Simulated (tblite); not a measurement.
C3H10F2OSi3.
Numbering: `[F:1][CH2:2][SiH2:3]/[C:4]([F:5])=[CH:6]\[SiH2:7][O:8][SiH3:9]` (hydrogens: H10, H11 on C2; H12, H13 on Si3; H14 on C6; H15, H16 on Si7; H17, H18, H19 on Si9)

Computed with GFN2-xTB (tblite), gas phase: L-BFGS steps from a force-field or distance-geometry start until the largest atomic force falls under 0.01 eV/Å.

Step 128: E = -824.8498 eV
```
atom  x, y, z in Å  |  force x, y, z in eV/Å
F1     -3.5044    1.7254   -0.9989   -0.029   0.010  -0.030
C2     -3.0138    0.4357   -1.0799    0.005   0.008   0.018
Si3    -1.1812    0.4206   -0.5129    0.022   0.009   0.017
C4     -0.7447   -1.4252   -0.4920   -0.001  -0.001  -0.003
F5     -1.6111   -2.1923   -1.2268   -0.015  -0.011  -0.029
C6      0.2505   -2.0429    0.1283    0.019   0.018   0.022
Si7     1.5346   -1.1985    1.1983    0.017   0.035   0.024
O8      1.7512    0.2869    0.5815    0.008   0.015   0.014
Si9     2.5117    1.7269    0.5891   -0.020  -0.052   0.062
H10    -3.1565    0.1140   -2.1141    0.011   0.014  -0.007
H11    -3.6565   -0.1771   -0.4432   -0.030  -0.004   0.007
H12    -0.3741    1.1602   -1.4862   -0.020  -0.020   0.004
H13    -1.1187    0.9732    0.8403    0.004   0.009  -0.015
H14     0.3201   -3.1182    0.0263   -0.003  -0.032   0.003
H15     2.8054   -1.9208    1.1236    0.001   0.006  -0.004
H16     1.0814   -1.0460    2.5853    0.018  -0.020  -0.039
H17     1.9824    2.4889    1.7175    0.005   0.009   0.015
H18     2.1695    2.3140   -0.6988    0.000  -0.006  -0.049
H19     3.9443    1.4845    0.7496    0.007   0.011  -0.012
```

Step 129: E = -824.8507 eV
```
atom  x, y, z in Å  |  force x, y, z in eV/Å
F1     -3.4829    1.7402   -1.0101   -0.034  -0.005  -0.037
C2     -3.0057    0.4449   -1.0837   -0.001   0.003   0.018
Si3    -1.1713    0.4185   -0.5259    0.020   0.004   0.032
C4     -0.7541   -1.4309   -0.4782   -0.001   0.000  -0.009
F5     -1.6346   -2.2015   -1.1923   -0.012  -0.007  -0.028
C6      0.2432   -2.0472    0.1395    0.043  -0.004   0.009
Si7     1.5489   -1.2070    1.1859    0.017   0.023   0.018
O8      1.7536    0.2827    0.5761   -0.005  -0.011   0.016
Si9     2.4925    1.7325    0.6010   -0.004  -0.018   0.044
H10    -3.1555    0.1150   -2.1145    0.004   0.025  -0.004
H11    -3.6506   -0.1577   -0.4388   -0.026   0.009   0.001
H12    -0.3588    1.1348   -1.5108   -0.015  -0.016  -0.008
H13    -1.0994    0.9922    0.8174    0.005   0.013  -0.001
H14     0.3065   -3.1243    0.0482   -0.017  -0.027   0.010
H15     2.8201   -1.9257    1.0779   -0.009   0.013   0.001
H16     1.1184   -1.0706    2.5815    0.026  -0.015  -0.033
H17     1.9403    2.4776    1.7294    0.008   0.013   0.019
H18     2.1515    2.3226   -0.6866    0.005  -0.007  -0.039
H19     3.9281    1.5131    0.7709   -0.002   0.009  -0.009
```

Task: Estimate the geometry and energy of step 130. (The exact step hangs on the optimiser's Hessian estimate; all steps are aligned on step 129, rigid shifts and turns removed.)

Result: E = -824.8513 eV, largest force 0.065 eV/Å
```
atom  x, y, z in Å  |  force x, y, z in eV/Å
F1     -3.4663    1.7523   -1.0259   -0.038  -0.008  -0.034
C2     -2.9997    0.4524   -1.0879   -0.009  -0.008   0.010
Si3    -1.1635    0.4180   -0.5377    0.012  -0.008   0.041
C4     -0.7629   -1.4343   -0.4641    0.003  -0.003  -0.011
F5     -1.6557   -2.2075   -1.1610    0.000   0.001  -0.017
C6      0.2352   -2.0504    0.1527    0.062  -0.019   0.000
Si7     1.5647   -1.2151    1.1744    0.003  -0.014   0.007
O8      1.7584    0.2761    0.5668   -0.002   0.022   0.019
Si9     2.4748    1.7369    0.6144   -0.010  -0.001   0.012
H10    -3.1547    0.1137   -2.1151   -0.001   0.025   0.001
H11    -3.6472   -0.1396   -0.4349   -0.016   0.023  -0.009
H12    -0.3466    1.1109   -1.5345   -0.010  -0.011  -0.019
H13    -1.0846    1.0140    0.7945    0.009   0.015   0.015
H14     0.2913   -3.1292    0.0707   -0.028  -0.014   0.019
H15     2.8338   -1.9326    1.0302   -0.021   0.018   0.008
H16     1.1637   -1.0899    2.5800    0.029  -0.014  -0.038
H17     1.8997    2.4638    1.7445    0.017   0.002   0.002
H18     2.1371    2.3313   -0.6743    0.012  -0.016  -0.003
H19     3.9128    1.5383    0.7941   -0.013   0.009  -0.004
```

The energy changes by -0.0007 eV. The first-order estimate −F·Δx gives -0.0010 eV and the mean of the old and new forces, exact on a quadratic surface, -0.0006 eV. The step makes an angle of 87° with the force vector and moves no atom by more than 0.050 Å.

What follows is the cost of the whole relaxation. On one thread of an Arm Neoverse V2, shared host with 192 logical CPUs at a one-minute load of 90, this took 1.8 s wall.
